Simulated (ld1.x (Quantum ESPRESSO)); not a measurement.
# Pb (Z = 82), TM: configuration errors across variants

lead, norm-conserving Troullier–Martins (Kleinman–Bylander form), made with ld1.x (Quantum ESPRESSO) 7.5 (PBE, scalar-relativistic). Core [Kr] 4d10 4f14 5s2, reference 5p6 5d10 6s2 6p1.75 (charge +0.25). Waves: 6s (bound): rc 1.90 bohr; 5d (bound): rc 1.70 bohr; 5p (bound): rc 1.30 bohr. Local part: the p channel. Core correction: none.

Occupied shells without a wave of their own: 6p. They enter only through the test configuration that unscreens the potential.

All-electron excitation energies from the reference (eV): (1) 5p6 5d10 6s2 6p2 -1.056; (2) 5p6 5d10 6s2 6p1 5.519; (3) 5p6 5d10 6s2 6p0 18.964; (4) 5p6 5d9 6s2 6p3 18.269; (5) 5p6 5d10 6s2 6p1.5 1.435; (6) 5p6 5d10 6s1 6p3 7.680.

For the base: The 6p level has no wave, so the channel is fitted at the deeper level alone: the likely source of the large errors.

A true bound ghost makes a file unfit for plane-wave use even where its test errors are small: the radial tests pick states by their node count and pass the ghost by.

Errors AE − PS in meV (a dash: test not solved or not reliable):

```csv
change,(1),(2),(3),(4),(5),(6),bound ghosts
base,+49,-207,-633,+331,-59,+271,s
wave 5d (bound): rc 1.70 bohr becomes 5d (bound): rc 1.12 bohr,+49,-207,-633,–,-59,+271,s
wave 5d (bound): rc 1.70 bohr becomes 5d (bound): rc 1.38 bohr,+49,-207,-633,+332,-59,+271,s
wave 5d (bound): rc 1.70 bohr becomes 5d (bound): rc 1.48 bohr,+49,-207,-633,+332,-59,+271,s
wave 5d (bound): rc 1.70 bohr becomes 5d (bound): rc 1.98 bohr,+49,-207,-633,–,-59,+271,s
wave 5d (bound): rc 1.70 bohr becomes 5d (bound): rc 2.12 bohr,+49,-207,-633,+344,-59,+271,s
wave 5d (bound): rc 1.70 bohr becomes 5d (bound): rc 2.48 bohr,+49,-208,-635,+389,-59,+270,s
```

Task: Give the same row for: wave 5d (bound): rc 1.70 bohr becomes 5d (bound): rc 2.38 bohr.

Result: +49, -207, -634, +372, -59, +271; bound ghosts: s.
